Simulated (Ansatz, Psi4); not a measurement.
# C2H4ClI (SMILES ClCCI): the vertical energy of the triplet above the singlet from total energies

The species is C2H4ClI (8 atoms), meant as a singlet with charge 0. SMILES: `ClCCI`. Geometry: relaxed at PBE0-D4/def2-TZVP. This is one conformer, not always the lowest.

Both states at this one shape; open shells run unrestricted unless said. 1 Eh = 27.2114 eV.

| level | program | singlet C2H4ClI (Eh) | triplet C2H4ClI (Eh) |
| --- | --- | --- | --- |
| HF/3-21G | Ansatz | -7422.233400 | -7422.069525 |
| HF/def2-SVP (core potential) | Ansatz | -834.009464 | -833.850509 |
| wB97X-V/def2-SVP (core potential) | Psi4 | -836.213841 | -836.040223 |

Problem. Work out the vertical gap, second state less first, at each level.

Solution. 
1. HF/3-21G: -7422.069525 − (-7422.233400) = 0.163875 Eh = 4.46 eV.
2. HF/def2-SVP (core potential): -833.850509 − (-834.009464) = 0.158955 Eh = 4.33 eV.
3. wB97X-V/def2-SVP (core potential): -836.040223 − (-836.213841) = 0.173618 Eh = 4.72 eV.

No measured value is set beside it here; the levels span 4.33 to 4.72 eV. Hartree–Fock favours the state with fewer electron pairs, since it lacks pair correlation. Spin-orbit coupling is left out. All-electron rows are non-relativistic unless named.
